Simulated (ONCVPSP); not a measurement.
Configuration tests for beryllium (Be) (ONCV)

| Item | Value |
| --- | --- |
| Element | Be (Z = 4) |
| Generator | ONCVPSP 4.0.1 |
| Type | optimised norm-conserving Vanderbilt (ONCV) |
| Functional | PBE |
| Relativity | scalar-relativistic |
| Frozen core | none |
| Valence charge | 4 |
| Reference configuration | 1s2 2s2 |
| Partial waves | 1s+2s: rc 0.65 bohr, ncon 4, nbas 8, qcut 18.5 1/bohr, 2 projectors; p scattering state at 0.05 Ha: rc 0.65 bohr, ncon 4, nbas 8, qcut 13.5 1/bohr, 2 projectors, debl 2 Ha; d scattering state at 0.05 Ha: rc 0.65 bohr, ncon 4, nbas 8, qcut 15 1/bohr, 1 projector |
| Local potential | polynomial inside 0.60 bohr (lpopt 5, dvloc0 0 Ha) |
| Core correction | none |

Energies are relative to the spin-unpolarised reference configuration 1s2 2s2; without spin polarisation the order of configurations can differ from experiment.

Task: Give the all-electron excitation energy and the error of the potential for: 1s2 2s1; 1s2 2s0; 1s2 2s1.5; 1s2 2s0 2p2.

Result:

```tsv
valence configuration	charge	ΔE all-electron (eV)	error AE − PS (meV)
1s2 2s1	+1	9.551	+0.4
1s2 2s0	+2	27.499	+2.4
1s2 2s1.5	+0.5	3.761	+0.1
1s2 2s0 2p2	0	7.251	+2.3
```
